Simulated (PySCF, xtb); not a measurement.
Ranking isomers of BFH6Si2

8 gas-phase structures of BFH6Si2, found in a search over its isomers (lower ones may exist). Each was relaxed with GFN2-xTB; where two conformers were screened, the lower at r2SCAN-D4/def2-SVP is listed:

A. `F[SiH+][BH2-][SiH3]`, a singlet
B. `B[SiH](F)[SiH3]`, a singlet
C. `F[SiH2][BH2-][SiH2+]`, a singlet
D. `B[SiH2][SiH2]F`, a singlet
E. `FB[SiH2][SiH3]`, a singlet
F. `[BH3-][SiH+][SiH2]F`, a singlet
G. `F[SiH2]B[SiH3]`, a singlet
H. `[BH3-][Si+](F)[SiH3]`, a singlet

**Question.** Make a reasoned guess at their ranking by r2SCAN-D4/def2-SVP single-point energy.

**Answer.** Calculated order at r2SCAN-D4/def2-SVP: E (0.000), A (0.605), D (0.605), B (0.626), G (0.677), C (0.891), H (0.955), F (1.507) eV. Less than 1 kcal/mol parts A and D; D and B, so the order within those pairs means little.

Energies above the lowest of each column, in eV; the last columns are at B3LYP/6-31G* geometries and were run for some of them only (a dash: not run or not comparable):

```csv
structure,GFN2-xTB,HF/STO-3G,r2SCAN-D4/def2-SVP,B3LYP/6-31G*,CCSD(T)/def2-SVP + ΔMP2/def2-TZVPP
E,0.746,0.000,0.000,0.000,0.000
A,0.028,2.559,0.605,0.525,–
D,0.362,1.650,0.605,0.344,0.221
B,0.409,1.637,0.626,0.335,0.265
G,0.433,1.905,0.677,–,–
C,0.000,2.986,0.891,–,–
H,0.214,2.422,0.955,–,–
F,0.179,3.226,1.507,–,–
```

CCSD(T)/def2-SVP + ΔMP2/def2-TZVPP puts E lowest of those it was run on; GFN2-xTB picks C. Flexible structures stand in one conformer each, not always the lowest. Frequencies (GFN2-xTB) were run for B, D, E alone. The ΔMP2 step shifts differences by up to 0.299 eV, which makes them less sure. ΔMP2 is the change of the MP2 energy from the smaller to the larger basis.

Over these structures GFN2-xTB departs from r2SCAN-D4/def2-SVP by 0.447 eV on average once a common shift is removed. A GFN2-xTB relaxation took about 0.078 s and the r2SCAN-D4/def2-SVP energy about 11 s on a shared host (PySCF 2.14.0, xtb 6.7.1 (Pople sets with spherical d functions)).
